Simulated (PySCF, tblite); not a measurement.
Species: CF3SO2Cl.
Geometry (GFN2-xTB, Å), atoms numbered from 1 in this order:
```
atom  x, y, z in Å
O1     1.4424   -0.2516    1.3034
S2     0.9435   -0.1264   -0.0169
O3     1.2983   -1.0632   -1.0191
Cl4    1.3156    1.7265   -0.6879
C5    -0.9273   -0.0724    0.0803
F6    -1.3407   -1.2472    0.5126
F7    -1.2981    0.8744    0.9198
F8    -1.4246    0.1692   -1.1167
```

Computed, not measured: PBE0/pcSseg-1 in PySCF (dipole) on a GFN2-xTB geometry, gas phase.

Take the most abundant isotopes and a rigid rotor. 

Task: What are A, B and C (cm⁻¹)?

Result: Ia = 239.77, Ib = 378.48, Ic = 432.56 u·Å²; 505379 MHz·u·Å²/I gives 2108, 1335 and 1168 MHz, that is A = 0.07031, B = 0.04454, C = 0.03897 cm⁻¹.

Task: Classify the top.

Result: An asymmetric top; Ray's κ = -0.645.

Task: Is it planar, by Δ = Ic − Ia − Ib?

Result: Not planar: Δ = Ic − Ia − Ib = -185.69 u·Å². For a rigid frame Δ = −2 Σ m c², so Σ m c² = 92.84 u·Å² lies off the ab plane. The atom farthest from that plane is 1.23 Å away.

Task: Give the other two planar moments, Paa and Pbb, and the rms extents of the mass along the axes.

Result: Paa = Σ m a² = (Ib + Ic − Ia)/2 = 285.64 and Pbb = Σ m b² = (Ia + Ic − Ib)/2 = 146.92 u·Å². With the mass M = 167.93 u, the rms extents √(P/M) along a, b and c are 1.30, 0.94, 0.74 Å.

Task: Where do the levels up to J = 3 lie, in MHz?

Result: Above 0(0,0):
J = 1: 1(0,1) 2504, 1(1,1) 3276, 1(1,0) 3443
J = 2: 2(0,2) 7487, 2(1,2) 8116, 2(1,1) 8617, 2(2,1) 10935, 2(2,0) 10959
J = 3: 3(0,3) 14904, 3(1,3) 15363, 3(1,2) 16362, 3(2,2) 18446, 3(2,1) 18564, 3(3,1) 22740, 3(3,0) 22742
The levels of one J sum to (2J + 1)J(J + 1)(A + B + C)/3.

Task: Predict some low-J microwave lines.

Result: The dipole components are |μa| = 0.64 D, |μb| = 1.77 D, |μc| = 0.00 D; the mirror of this Cs structure is the ab plane, so μc vanishes by symmetry and there are no c-type lines. Intensities carry the squares of the components, which stand as 0.13 : 1.00 (a : b). Some lines, for components of 0.1 D or more:

```json
{"type": "a", "branch": "Q", "J(Ka,Kc)": "2(1,1) ← 2(1,2)", "MHz": "501", "lower level (cm⁻¹)": "0.271"}
{"type": "b", "branch": "Q", "J(Ka,Kc)": "1(1,0) ← 1(0,1)", "MHz": "939", "lower level (cm⁻¹)": "0.084"}
{"type": "b", "branch": "Q", "J(Ka,Kc)": "2(1,1) ← 2(0,2)", "MHz": "1131", "lower level (cm⁻¹)": "0.250"}
{"type": "b", "branch": "Q", "J(Ka,Kc)": "2(2,0) ← 2(1,1)", "MHz": "2342", "lower level (cm⁻¹)": "0.287"}
{"type": "a", "branch": "R", "J(Ka,Kc)": "1(0,1) ← 0(0,0)", "MHz": "2504", "lower level (cm⁻¹)": "0.000"}
{"type": "b", "branch": "Q", "J(Ka,Kc)": "2(2,1) ← 2(1,2)", "MHz": "2818", "lower level (cm⁻¹)": "0.271"}
{"type": "b", "branch": "R", "J(Ka,Kc)": "1(1,1) ← 0(0,0)", "MHz": "3276", "lower level (cm⁻¹)": "0.000"}
{"type": "b", "branch": "R", "J(Ka,Kc)": "2(0,2) ← 1(1,1)", "MHz": "4210", "lower level (cm⁻¹)": "0.109"}
{"type": "a", "branch": "R", "J(Ka,Kc)": "2(1,2) ← 1(1,1)", "MHz": "4840", "lower level (cm⁻¹)": "0.109"}
{"type": "a", "branch": "R", "J(Ka,Kc)": "2(0,2) ← 1(0,1)", "MHz": "4983", "lower level (cm⁻¹)": "0.084"}
{"type": "a", "branch": "R", "J(Ka,Kc)": "2(1,1) ← 1(1,0)", "MHz": "5174", "lower level (cm⁻¹)": "0.115"}
{"type": "b", "branch": "R", "J(Ka,Kc)": "2(1,2) ← 1(0,1)", "MHz": "5613", "lower level (cm⁻¹)": "0.084"}
{"type": "b", "branch": "R", "J(Ka,Kc)": "2(2,1) ← 1(1,0)", "MHz": "7492", "lower level (cm⁻¹)": "0.115"}
{"type": "b", "branch": "R", "J(Ka,Kc)": "2(2,0) ← 1(1,1)", "MHz": "7683", "lower level (cm⁻¹)": "0.109"}
```

Its GFN2-xTB frequencies are all real (lowest 36 cm⁻¹). No vibrational averaging or centrifugal distortion is included, and the geometry carries the error of its method. Quadrupole hyperfine structure (35Cl) is left out.
